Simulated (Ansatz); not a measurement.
An input meant for BCl2(CCH) (C₂HBCl₂) (charge 0, singlet).

```yaml
crystal:
  periodic: [false, false, false]
  atoms:
    - {symbol: B, position_ang: [1.152194, 1.992451, 0.009136]}
    - {symbol: Cl, position_ang: [5.015059, 2.009766, 0.127318]}
    - {symbol: Cl, position_ang: [-0.758629, 5.350561, -0.088530]}
    - {symbol: C, position_ang: [-0.514697, -0.889003, -0.007708]}
    - {symbol: C, position_ang: [-1.854023, -3.208978, -0.016626]}
    - {symbol: H, position_ang: [-3.039883, -5.254819, -0.023591]}
basis:
  gaussian: {orbitals: 6-31G}
hamiltonian: {xc: {name: BLYP}}
```

```sh
$ ansatz run in.yaml --threads 2 --pin off --events-out ev --progress --plain --max-ram 4352MiB
```

It prints (some lines left out):

```
Functional definition: BLYP
  name "BLYP"
  cite "Becke, Phys. Rev. A 38, 3098 (1988) doi:10.1103/PhysRevA.38.3098"
  cite "Lee, Yang & Parr, Phys. Rev. B 37, 785 (1988) doi:10.1103/PhysRevB.37.785"
  parameter beta = 0.0042
  parameter a = 0.04918
  parameter b = 0.132
  parameter c = 0.2533
  parameter d = 0.349
  exchange = b88_x(beta = beta)
  correlation = lyp_c(a = a, b = b, c = c, d = d)
692 factors; integrals over basis functions are off by at most 2.9e-4 eV
mean field evaluation 1: about -27772.7557 eV, gradient 3.9e1 eV
mean field evaluation 2: about -26959.2116 eV, gradient 2.8e2 eV
mean field evaluation 4: about -27173.2508 eV, gradient 2.1e2 eV
mean field evaluation 8: about -27783.7839 eV, gradient 1.4e1 eV
mean field evaluation 16: about -27784.6573 eV, gradient 2.0e0 eV
mean field evaluation 32: about -27784.6872 eV, gradient 2.0e-3 eV
mean field evaluation 64: about -27772.6779 eV, gradient 4.2e1 eV
mean field evaluation 96: about -27784.6869 eV, gradient 1.3e-2 eV
mean field evaluation 128: about -27784.6679 eV, gradient 4.3e-1 eV
mean field evaluation 160: about -27781.8791 eV, gradient 1.6e1 eV
mean field evaluation 192: about -27784.4597 eV, gradient 1.4e0 eV
mean field evaluation 224: about -27784.6872 eV, gradient 5.1e-4 eV
mean field evaluation 256: about -27784.6882 eV, gradient 1.1e-2 eV
mean field evaluation 288: about -27784.6853 eV, gradient 2.5e-1 eV
mean field evaluation 320: about -27784.6872 eV, gradient 3.8e-2 eV
mean field evaluation 352: about -27784.6761 eV, gradient 8.1e-1 eV
mean field evaluation 384: about -27781.6011 eV, gradient 2.7e1 eV
mean field evaluation 416: about -27784.6676 eV, gradient 3.6e-1 eV
mean field evaluation 448: about -27768.5662 eV, gradient 4.5e1 eV
mean field evaluation 480: about -27784.6741 eV, gradient 5.4e-1 eV
mean field evaluation 512: about -27784.2299 eV, gradient 8.6e0 eV
mean field evaluation 544: about -27784.6855 eV, gradient 1.9e-2 eV
mean field evaluation 576: about -27784.6882 eV, gradient 7.2e-3 eV
mean field -27784.68821071 eV, -1021.0684586054 hartree, gradient 2.8e-6 eV, S^2 0.000000; 20 other end points of the search recorded, 0 dependent functions left out
reference -27784.68875422 eV, -1021.0684785791 hartree; 26, 26 occupied and 29, 29 virtual orbitals, 692 factors
Total energy: -27784.68875422 eV, -1021.0684785791 hartree
```

Question: Something in this input is off. What?

Answer: The geometry is stretched to more than twice its size. Self-consistency was reached. The result belongs to that input, not to the species as meant.
